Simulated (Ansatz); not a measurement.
Input file for Ansatz (a quantum-chemistry and plane-wave program): R-CCSD(T)/def2-QZVPPD on HI (SMILES I) with ghost functions. Elements past Kr take the def2 small-core potentials; no spin–orbit coupling. Files ending in .json are basis or fitting sets from the Basis Set Exchange. The run froze 9 orbitals, filled d shells among them.

Ansatz 0.2 input:
```yaml
crystal:
  periodic: [false, false, false]
  atoms:
    - {symbol: I, position_ang: [0.21288121, -1.03616339, 2.98201783]}
    - {symbol: H, position_ang: [0.17418201, 0.43606817, 3.64857017]}
basis:
  gaussian:
    orbitals: def2-QZVPPD.json
    ghost_atoms:
      - {symbol: F, position_ang: [-0.07014391, 0.47503342, -0.24116469]}
      - {symbol: H, position_ang: [0.00476218, 0.03463117, 0.57653190]}
magnetization: {spin_polarized: false}
correlation: {method: ccsd_t, electrons: outside_noble_gas}
scf: {lower_state_search: off}
```

Predict the final total energy.

-297.4398 hartree (reference determinant -297.2440, T1 diagnostic 0.008).

How many basis functions does it have, and what does it roughly cost on one machine?

223 functions; very roughly 40 core-seconds.
